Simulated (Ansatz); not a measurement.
The same path of BF2H + ClH (6 atoms, charge 0, multiplicity 1) was run twice with different band settings. Lost on the way: B1–H2, Cl5–H6. Made: B1–Cl5, H2–H6.

All numbers below come from Ansatz 0.2.0, RKS PBE0-D4/def2-SVP.

Relaxed end points:

```xyz
6
Properties=species:S:1:pos:R:3
B -0.009 0.382 -0.109
H -0.015 0.732 1.042
F 1.119 0.267 -0.773
F -1.134 0.200 -0.764
Cl 0.081 -2.477 0.978
H 0.087 -2.029 2.185
```

```xyz
6
Properties=species:S:1:pos:R:3
B 0.018 -0.592 -0.538
H 0.013 0.308 2.301
F 1.127 0.095 -0.657
F -1.132 0.029 -0.642
Cl 0.070 -2.313 -0.265
H 0.034 -0.451 2.360
```

Common settings: movable images 5; climbing image yes; spring 5.0 eV/Å²; optimiser quadratic models (default); force threshold 0.05 eV/Å; iteration limit 60; end points relaxed.

| run | start path |
| --- | --- |
| 1 | through a guess of the saddle point |
| 2 | straight line |

(1) What does each run give, and how far can it be trusted?

Results:

(1) Run 1: converged after 24 iterations, highest image 0.918 eV above the first end. A vibrational analysis at the climbing image gives one clearly imaginary mode, 935i cm⁻¹: a first-order saddle point.
Run 2: converged after 19 iterations, highest image 0.918 eV above the first end. Another band between the same ends (5 images) ends at a top of the same energy, where a vibrational analysis finds 1 clearly imaginary mode.
The orbitals stay closed-shell, which can raise the energy where a bond breaks towards radicals; this wasn't checked here.
